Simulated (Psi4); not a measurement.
Psi4 input (wB97X-D/6-31G*):

```
memory 1500 MB

molecule {
1 2
C    -2.85520100   -0.52831300    0.19470100
O    -1.52797100   -0.26024100   -0.20757200
C    -0.94654900    0.83672100    0.48153600
Si    0.82271200    1.05219400   -0.16952000
Si    1.91477400   -1.02012500   -0.11845800
H    -2.90376800   -0.77199100    1.26349700
H    -3.50931800    0.33121400    0.00193000
H    -3.20474600   -1.38196900   -0.38420700
H    -1.53717000    1.75157600    0.32846500
H    -0.92602800    0.64836900    1.56526700
H     1.51742800    2.03548800    0.70190800
H     0.79449200    1.59637400   -1.54967300
H     1.73908400   -1.64224300    1.21800200
H     3.36915500   -0.84859200   -0.36269400
H     1.37033200   -1.93571600   -1.14764700
symmetry c1
no_reorient
no_com
}

set {
  basis 6-31G*
  reference uks
  scf_type pk
  dft_radial_points 99
  dft_spherical_points 590
  e_convergence 1e-8
  d_convergence 1e-7
  maxiter 150
}

e = energy('wb97x-d')
print_out(f'\nFINAL {e:.10f} DIPOLE {variable("CURRENT DIPOLE")[0]:.6f} {variable("CURRENT DIPOLE")[1]:.6f} {variable("CURRENT DIPOLE")[2]:.6f}\n')
```

Output:

```
   => Loading Basis Set <=

    Name: 6-31G*
    Role: ORBITAL
    Keyword: BASIS
    atoms 1, 3 entry C          line   111 file 6-31gs.gbs
    atoms 2    entry O          line   145 file 6-31gs.gbs
    atoms 4-5  entry SI         line   268 file 6-31gs.gbs
    atoms 6-15 entry H          line    44 file 6-31gs.gbs

   => WB97X-D: Empirical Dispersion <=

    Chai and Head-Gordon Dispersion Correction
    Chai, J.-D.; Head-Gordon, M. (2010), J. Chem. Phys., 132: 6615-6620

        s6 =       1.000000

         ---------------------------------------------------------
                                   SCF
               by Justin Turney, Rob Parrish, Andy Simmonett
                          and Daniel G. A. Smith
                              UKS Reference
         ---------------------------------------------------------

  ==> Geometry <==

    Molecular point group: c1
    Full point group: C1

    Geometry (in Angstrom), charge = 1, multiplicity = 2:

       Center              X                  Y                   Z               Mass
    ------------   -----------------  -----------------  -----------------  -----------------
         C           -2.855201000000    -0.528313000000     0.194701000000    12.000000000000
         O           -1.527971000000    -0.260241000000    -0.207572000000    15.994914619570
         C           -0.946549000000     0.836721000000     0.481536000000    12.000000000000
         SI           0.822712000000     1.052194000000    -0.169520000000    27.976926534650
         SI           1.914774000000    -1.020125000000    -0.118458000000    27.976926534650
         H           -2.903768000000    -0.771991000000     1.263497000000     1.007825032230
         H           -3.509318000000     0.331214000000     0.001930000000     1.007825032230
         H           -3.204746000000    -1.381969000000    -0.384207000000     1.007825032230
         H           -1.537170000000     1.751576000000     0.328465000000     1.007825032230
         H           -0.926028000000     0.648369000000     1.565267000000     1.007825032230
         H            1.517428000000     2.035488000000     0.701908000000     1.007825032230
         H            0.794492000000     1.596374000000    -1.549673000000     1.007825032230
         H            1.739084000000    -1.642243000000     1.218002000000     1.007825032230
         H            3.369155000000    -0.848592000000    -0.362694000000     1.007825032230
         H            1.370332000000    -1.935716000000    -1.147647000000     1.007825032230

  Running in c1 symmetry.

  Rotational constants: A =      0.15996  B =      0.04989  C =      0.04052 [cm^-1]
  Rotational constants: A =   4795.54535  B =   1495.80087  C =   1214.75397 [MHz]
  Nuclear repulsion =  289.562769801934678

  Charge       = 1
  Multiplicity = 2
  Electrons    = 57
  Nalpha       = 29
  Nbeta        = 28
[...]
      84A      1.336415    85A      1.385914    86A      1.489787
      87A      1.774424    88A      1.883123    89A      1.918659
      90A      1.934962    91A      1.986913    92A      2.057939
      93A      2.082543    94A      2.127459    95A      2.338091
      96A      2.381776    97A      2.571412    98A      2.733047
      99A      2.794279   100A      2.908821   101A      3.731631
     102A      4.097875   103A      4.157757

    Beta Occupied:

       1A    -66.454092     2A    -66.432513     3A    -19.584173
       4A    -10.561551     5A    -10.547163     6A     -5.574003
       7A     -5.554072     8A     -3.918633     9A     -3.917627
      10A     -3.917111    11A     -3.898773    12A     -3.897253
      13A     -3.897088    14A     -1.393495    15A     -1.048160
      16A     -0.950875    17A     -0.830520    18A     -0.803635
      19A     -0.781321    20A     -0.771329    21A     -0.732610
      22A     -0.692696    23A     -0.649810    24A     -0.604151
      25A     -0.601753    26A     -0.575738    27A     -0.573544
      28A     -0.521733

    Beta Virtual:

      29A     -0.367020    30A     -0.085105    31A     -0.068439
      32A     -0.054477    33A     -0.025416    34A      0.000644
      35A      0.012313    36A      0.019270    37A      0.043660
      38A      0.051559    39A      0.055784    40A      0.062431
      41A      0.080289    42A      0.086482    43A      0.102710
      44A      0.129468    45A      0.164686    46A      0.175751
      47A      0.184583    48A      0.204619    49A      0.213681
      50A      0.258088    51A      0.360244    52A      0.387786
      53A      0.402344    54A      0.424110    55A      0.434755
      56A      0.467506    57A      0.525637    58A      0.530012
      59A      0.576730    60A      0.599294    61A      0.609185
      62A      0.619034    63A      0.620489    64A      0.645046
      65A      0.700024    66A      0.712046    67A      0.721378
      68A      0.761478    69A      0.783660    70A      0.795727
      71A      0.823619    72A      0.871421    73A      0.881343
      74A      0.940675    75A      0.976029    76A      1.016271
      77A      1.042705    78A      1.103248    79A      1.109331
      80A      1.116454    81A      1.156006    82A      1.297042
      83A      1.315902    84A      1.349277    85A      1.397966
      86A      1.507251    87A      1.775431    88A      1.895844
      89A      1.922790    90A      1.946391    91A      1.990533
      92A      2.065074    93A      2.084290    94A      2.143807
      95A      2.351386    96A      2.390826    97A      2.581362
      98A      2.737593    99A      2.796678   100A      2.910887
     101A      3.751118   102A      4.099031   103A      4.159460

    Final Occupation by Irrep:
              A
    DOCC [    28 ]
    SOCC [     1 ]
    NA   [    29 ]
    NB   [    28 ]

  @UKS Final Energy:  -735.96208618471894

   => Energetics <=

    Nuclear Repulsion Energy =            289.5627698019346781
    One-Electron Energy =               -1579.4738267081665981
    Two-Electron Energy =                 599.8406398029392221
    DFT Exchange-Correlation Energy =     -45.8851299585160248
    Empirical Dispersion Energy =          -0.0065391229103389
    VV10 Nonlocal Energy =                  0.0000000000000000
    Total Energy =                       -735.9620861847189417

  UHF NO Occupations:
  HONO-2 :   27  A 1.9996029
  HONO-1 :   28  A 1.9989010
  HONO-0 :   29  A 1.0000000
  LUNO+0 :   30  A 0.0010990
  LUNO+1 :   31  A 0.0003971
  LUNO+2 :   32  A 0.0001836
  LUNO+3 :   33  A 0.0001297

Computation Completed

Properties will be evaluated at   0.000000,   0.000000,   0.000000 [a0]

Properties computed using the SCF density matrix

 Multipole Moments:

 ------------------------------------------------------------------------------------
     Multipole            Electronic (a.u.)      Nuclear  (a.u.)        Total (a.u.)
 ------------------------------------------------------------------------------------

 L = 1.  Multiply by 2.5417464519 to convert [e a0] to [Debye]
 Dipole X            :         -1.6666867           -0.0000057           -1.6666924
 Dipole Y            :          0.3457106           -0.0000076            0.3457031
 Dipole Z            :          0.5695427            0.0000038            0.5695464
 Magnitude           :                                                    1.7949254

 ------------------------------------------------------------------------------------

FINAL -735.9620861847 DIPOLE -1.666692 0.345703 0.569546

*** Psi4 exiting successfully. Buy a developer a beer!
```

The dipole moment of an ion depends on the origin.

The geometry given is a B3LYP-D3(BJ)/def2-TZVP minimum of the species of charge 0 and multiplicity 1, not of this state.
